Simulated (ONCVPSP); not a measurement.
LDA (Perdew-Zunger) ONCV dataset for Ga, scalar-relativistic all-electron reference.

- Element: Ga (Z = 31)
- Generator: ONCVPSP 4.0.1
- Type: optimised norm-conserving Vanderbilt (ONCV)
- Functional: LDA (Perdew-Zunger)
- Relativity: scalar-relativistic
- Frozen core: [Ne]
- Valence charge: 21
- Reference configuration: 3s2 3p6 3d10 4s2 (charge +1)
- Partial waves: 3s+4s: rc 0.90 bohr, ncon 4, nbas 7, qcut 15.3 1/bohr, 2 projectors; 3p: rc 0.75 bohr, ncon 4, nbas 9, qcut 10.7 1/bohr, 3 projectors, debl 2.6 Ha; 3d: rc 0.65 bohr, ncon 3, nbas 7, qcut 12.3 1/bohr, 1 projector
- Local potential: polynomial inside 0.40 bohr (lpopt 5, dvloc0 -1 Ha)
- Core correction: polynomial model core, fcfact 0.45

In the p channel the program set the typed energies aside and used -3.933, 0.250, 2.850 Ha.

Poles of the logarithmic derivatives, all-electron (AE) and pseudo (PS). s: poles at -3.1 (AE) and -3.1 (PS) Ha. p: poles at 2.5 (AE) and 2.5 (PS) Ha. d: poles at no energy (AE) and no energy (PS) Ha. Test radii: s 0.92, p 0.76, d 0.66 bohr.

- Ghost test: no bound ghost flagged; GHOST(+) flagged for s at 309.8 eV
- Largest excitation error: -73 meV (all-electron minus pseudo) for 3s2 3p6 3d9 4s0, out of 4 test configurations
- rms error of d²Exc/dni dnj: 2.73 mHa without and 1.25 mHa with the model core
